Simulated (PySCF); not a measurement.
**M06 on Nb(3+) (niobium, charge +3)**

Configuration: [Kr] 4d2, high-spin 3F determinant. Calculation: PySCF 2.14, in x2c-QZVPPall (13s8p7d3f2g, 111 functions); the spin-free X2C one-electron Hamiltonian (Gaussian nucleus).

```
Total energy                        : -3817.69 hartree
One-electron energy                 : -5224.90 hartree
Hartree (Coulomb) energy            : 1526.26 hartree
Exchange-correlation energy         : -119.06 hartree
⟨S²⟩                                : 2.0003
⟨L²⟩                                : 12.005
Sum of ⟨r⟩                          : 22.44 bohr
Sum of ⟨r²⟩                         : 25.17 bohr²
Langevin diamagnetic susceptibility : -19.9 ×10⁻⁶ cm³/mol
Time after the integrals            : about 9 core-seconds
```

```
shell  electrons  mean orbital energy (hartree)  spread (hartree)  rms radius, mean of both spins (bohr)
 1s β          1                     -694.08320                 0                                 0.0415
 1s α          1                     -694.08317                 0                                 0.0415
 2s α          1                      -99.00681                 0                                  0.171
 2s β          1                      -98.99681                 0                                  0.171
 2p α          3                      -88.44027                 0                                  0.152
 2p β          3                      -88.43193                 0                                  0.152
 3s α          1                      -17.85185                 0                                  0.473
 3s β          1                      -17.84452                 0                                  0.473
 3p α          3                      -14.35491                 0                                  0.479
 3p β          3                      -14.34646                 0                                  0.479
 3d α          5                       -8.66156           0.00624                                  0.474
 3d β          5                       -8.64686           0.00719                                  0.474
 4s α          1                       -3.43580                 0                                   1.22
 4s β          1                       -3.39580                 0                                   1.22
 4p α          3                       -2.49298           0.00002                                   1.36
 4p β          3                       -2.43961                 0                                   1.36
 4d α          2                       -1.20317                 0                                   1.85
```

Densities and radii are taken from the X2C orbitals without a picture-change correction, which distorts them close to the nucleus.
